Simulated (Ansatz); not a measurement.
The cluster Cu4Br4⁺ was relaxed with PBE-D4 (def2-SVP) in Ansatz in these states: charge +1 doublet, charge +1 quartet. The geometries follow in no particular order.

A:

Cartesian coordinates in Å:
```
Cu -0.473 -1.015 1.210
Cu -0.029 -1.178 -1.269
Cu -1.489 0.640 -0.307
Cu 1.244 0.700 -0.071
Br -2.831 -0.993 0.813
Br -0.177 2.575 -0.524
Br 1.578 -0.286 2.088
Br 2.177 -0.442 -1.940
```

B:

```tsv
atom	x (Å)	y (Å)	z (Å)
Cu1	-0.0001	-0.3826	1.5861
Cu2	-1.4870	0.8714	-0.0338
Cu3	1.0725	1.3230	0.0927
Cu4	0.1790	-0.8983	-1.0698
Br5	-0.4554	1.9728	1.8288
Br6	2.3004	0.1505	-1.4561
Br7	0.4866	-2.4672	0.7723
Br8	-2.0960	-0.5695	-1.7202
```

Judge from the bond lengths which geometry belongs to which state (an estimate).

A is the charge +1 quartet (Cu2–Br5 3.495 Å, Cu2–Br8 2.421 Å, Cu3–Cu4 2.743 Å); B is the charge +1 doublet (Cu2–Br5 2.397 Å, Cu2–Br8 2.300 Å, Cu3–Cu4 2.662 Å).

At PBE0-D4/def2-SVP a doublet lies 3.34 eV below the charge +1 quartet. These are the stationary points nearest to one start from a short search; other shapes may lie lower in each state.
